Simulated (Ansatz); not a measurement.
Geometry optimisation, Ansatz, RKS r2SCAN-D4/STO-3G.

Input:

```yaml
crystal:
  periodic: [false, false, false]
  atoms:
    - { symbol: Si, position_ang: [0.0, 0.0, 0.0] }
    - { symbol: Si, position_ang: [0.0, 0.0, 2.22] }
    - { symbol: H, position_ang: [-1.3148, -0.4067, 2.7074] }
    - { symbol: H, position_ang: [1.0096, -0.9353, 2.7074] }
    - { symbol: H, position_ang: [0.3052, 1.342, 2.7074] }
    - { symbol: "N", position_ang: [1.7163, 0.0, -0.6061] }
    - { symbol: C, position_ang: [2.4072, -1.273, -0.8567] }
    - { symbol: H, position_ang: [1.7433, -1.947, -1.4373] }
    - { symbol: H, position_ang: [3.3364, -1.083, -1.4334] }
    - { symbol: H, position_ang: [2.6645, -1.7518, 0.1112] }
    - { symbol: C, position_ang: [2.4114, 1.273, -0.8449] }
    - { symbol: H, position_ang: [3.0382, 1.1875, -1.757] }
    - { symbol: H, position_ang: [1.6647, 2.0824, -0.9844] }
    - { symbol: H, position_ang: [3.0569, 1.5118, 0.0259] }
    - { symbol: H, position_ang: [-0.6877, 1.1914, -0.4862] }
    - { symbol: "N", position_ang: [-0.8572, -1.4851, -0.6061] }
    - { symbol: H, position_ang: [-1.3922, -2.1014, 0.0704] }
    - { symbol: H, position_ang: [-0.8219, -1.7344, -1.6357] }
basis:
  gaussian: { orbitals: STO-3G }
hamiltonian:
  xc: r2scan
  dispersion: d4
relax:
  f_tol: 0.02
  max_steps: 40
```

Launched with:

```bash
$ ansatz run input.yaml --threads 1 --pin off --max-ram 2048MiB --backend cpu --events-out ev --progress --plain --runs-dir out
```

Where does it end, and by what steps?

The forces met the threshold. Limits of this set-up: minimal basis. After 27 steps the energy has fallen by 0.888 eV; H5 moved furthest, 1.10 Å.

```
step  energy less start (eV)  largest force component (eV/Å)  accepted
   0                  0.0000                           2.738       yes
   1                 -0.4738                           0.992       yes
   2                 -0.6084                           0.667       yes
   3                 -0.6951                           0.309       yes
   4                 -0.7167                           1.012       yes
   5                 -0.7766                           0.525       yes
   6                 -0.8076                           0.751       yes
   7                 -0.8355                           1.296       yes
   8                 -0.8242                           1.142        no
   9                 -0.8676                           0.163       yes
  10                 -0.8710                           0.103       yes
  11                 -0.8726                           0.092       yes
  12                 -0.8734                           0.047       yes
  13                 -0.8751                           0.059       yes
  14                 -0.8762                           0.081       yes
  15                 -0.8773                           0.103       yes
  16                 -0.8787                           0.072       yes
  17                 -0.8800                           0.109       yes
  18                 -0.8810                           0.174       yes
  19                 -0.8825                           0.131       yes
  20                 -0.8842                           0.069       yes
  21                 -0.8853                           0.100       yes
  22                 -0.8856                           0.142       yes
  23                 -0.8869                           0.055       yes
  24                 -0.8873                           0.024       yes
  25                 -0.8876                           0.028       yes
  26                 -0.8877                           0.054       yes
  27                 -0.8878                           0.017       yes
```

```xyz
18
Properties=species:S:1:pos:R:3
Si -0.078 -0.031 -0.112
Si 0.132 -0.154 2.145
H -1.087 0.255 2.806
H 0.442 -1.501 2.574
H 1.196 0.707 2.615
N 1.473 -0.043 -1.035
C 2.392 -1.153 -0.612
H 1.856 -2.115 -0.677
H 3.259 -1.196 -1.295
H 2.787 -1.048 0.423
C 2.224 1.253 -0.927
H 3.094 1.230 -1.607
H 1.564 2.081 -1.235
H 2.606 1.475 0.094
H -0.727 1.192 -0.537
N -1.111 -1.384 -0.640
H -0.641 -2.291 -0.386
H -1.100 -1.408 -1.692
```

Whether the end is a true minimum wasn't checked by a vibrational analysis.

Time of the run: 3.3 min on 1 thread of Arm Neoverse V2, on a shared host, peak memory 0.16 GiB.
